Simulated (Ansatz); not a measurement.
Z-matrix (Å, degrees):
```
C
C 1 1.514
F 1 1.384 2 108.0
H 1 1.092 2 111.2 3 118.4
H 1 1.091 2 112.5 3 -118.9
C 2 1.510 1 115.2 3 -170.7
H 2 1.093 1 108.5 3 -51.6
H 2 1.093 1 110.3 3 66.1
F 6 1.365 2 108.5 1 174.6
F 6 1.361 2 109.5 1 58.5
C 6 1.517 2 117.7 1 -66.0
F 11 1.373 6 110.5 2 60.9
H 11 1.093 6 108.5 2 -179.6
H 11 1.093 6 109.6 2 -59.4
```

The species carries charge 0 and has multiplicity 1.

Task: List the B3LYP/def2-TZVPP orbital energies in eV (Ansatz 0.2.0). (An estimate is asked.)

Result: The calculation gave: Occupied: -672.35, -672.29, -672.09, -671.35, -281.85, -279.67, -279.13, -277.63, -34.76, -33.52, -33.10, -32.73, -22.58, -20.88, -18.65, -17.30, -15.78, -15.48, -15.08, -14.23, -14.12, -13.71, -13.54, -12.62, -12.28, -12.03, -11.62, -11.49, -11.06, -10.35, -9.81, -9.55, -9.41. Lowest empty: 0.56, 1.19, 1.55, 1.89, 1.99, 2.55, 2.89, 3.12.

B3LYP here is the variant with VWN-RPA as its local correlation; programs differ in this.
